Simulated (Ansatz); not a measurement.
Reaction (cleavage of the Ge–Ga bond): `C#[C][GeH2][GaH][NH2]` + HCl → `C#[C][GeH2][Cl]` + `[NH2][GaH2]`

Program: Ansatz. Geometries: PBE0-D4/def2-TZVP. ΔE: electronic, gas phase. CCSD(T)/CBS adds triple-zeta CCSD(T) − MP2 to the extrapolated MP2 energy (def2 sets, frozen cores). This one scheme is used for every species. Functionals use def2-TZVPP. For Ga, Ge outer-core shells are correlated without core-valence functions, which leaves a few kJ/mol of doubt a bond. Scalar relativity is left out up to krypton. Each species was taken in one conformer, which may not be the lowest.

`C#[C][GeH2][GaH][NH2]`:

```xyz
11

C     0.155    0.746    3.142
C     0.583    0.354    2.084
Ge    1.163   -0.272    0.379
Ga   -0.820   -0.720   -0.969
N    -0.964    0.205   -2.522
H    -0.210    1.093    4.081
H     2.027   -1.521    0.633
H     2.075    0.818   -0.214
H    -1.973   -1.717   -0.623
H    -0.292    0.885   -2.837
H    -1.743    0.128   -3.154
```

HCl:

```xyz
2

Cl    0.085    0.501    0.389
H    -0.085   -0.501   -0.389
```

`C#[C][GeH2][Cl]`:

```xyz
7

C    -1.609    0.396    1.186
C    -0.690    0.137    0.451
Ge    0.736   -0.279   -0.718
Cl    2.546    0.500    0.143
H    -2.419    0.627    1.840
H     0.901   -1.795   -0.835
H     0.535    0.414   -2.066
```

`[NH2][GaH2]`:

```xyz
6

N    -0.817    0.344   -0.350
Ga    0.737   -0.311    0.316
H    -1.579    0.673    0.219
H    -1.021    0.422   -1.332
H     0.872   -0.355    1.870
H     1.806   -0.774   -0.723
```

| level | ΔE (kJ/mol) |
| --- | --- |
| PBE-D4 | -20.7 |
| r2SCAN-D4 | -30.2 |
| B2PLYP | -32.8 |
| PBE | -23.2 |
| PBE0 | -27.5 |
| SCS-MP2/def2-TZVPP | -34.9 |
| MP2/def2-QZVPP | -30.0 |
| CCSD/CBS(def2) | -26.8 |

Q: What does CCSD(T)/CBS give? (Estimate.)

A: Computed: -24.9 kJ/mol. The listed levels differ from it by 4.2, -5.3, -7.9, 1.7, -2.6, -10.0, -5.1, -1.9 kJ/mol.

Largest T1 diagnostic among the species: 0.014.

The D4 term adds +3.8 kJ/mol with B3LYP and +2.5 kJ/mol with PBE0; it sums over pairs of atoms, weighted by their polarisabilities, and B3LYP, whose exchange is more repulsive, gets the larger term. From PBE to PBE0 (25 % exact exchange), in def2-TZVPP and without D4, ΔE moves by −4.3 kJ/mol.

B3LYP here is the variant with VWN-RPA as its local correlation; programs differ in this.
